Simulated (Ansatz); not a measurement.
`CC(C)B(O)O` + `C=CCO` → `C=CCOB(O)O` + `CCC`  (ligand exchange at a B–C bond)

Calculated with Ansatz (gas phase, PBE0-D4/def2-TZVP geometries, no zero-point term in ΔE). CCSD(T)/CBS adds triple-zeta CCSD(T) − MP2 to the extrapolated MP2 energy (def2 sets, frozen cores). One conformer a species, not always the lowest.

| level | ΔE (kJ/mol) |
| --- | --- |
| HF/CBS(def2) | -150.6 |
| MP2/CBS(def2) | -123.2 |

(1) What does CCSD(T)/CBS give? (Estimate.)

Largest T1 diagnostic among the species: 0.012.

## Answers

(1) Ansatz gave: -124.1 kJ/mol. The listed levels differ from it by -26.5, 0.9 kJ/mol.

In def2-TZVPP, CCSD(T) changes the Hartree–Fock value by +24.8 kJ/mol (the triples alone add +3.3 kJ/mol) and MP2 by +25.7 kJ/mol. The D4 term adds +4.5 kJ/mol with B3LYP and +2.4 kJ/mol with PBE0; it sums over pairs of atoms, weighted by their polarisabilities, and B3LYP, whose exchange is more repulsive, gets the larger term.

CCSD(T)/CBS has its own doubt, a few kJ/mol and more with outer-core shells, so smaller differences from it don't rank the levels.

B3LYP here is the variant with VWN-RPA as its local correlation; programs differ in this.
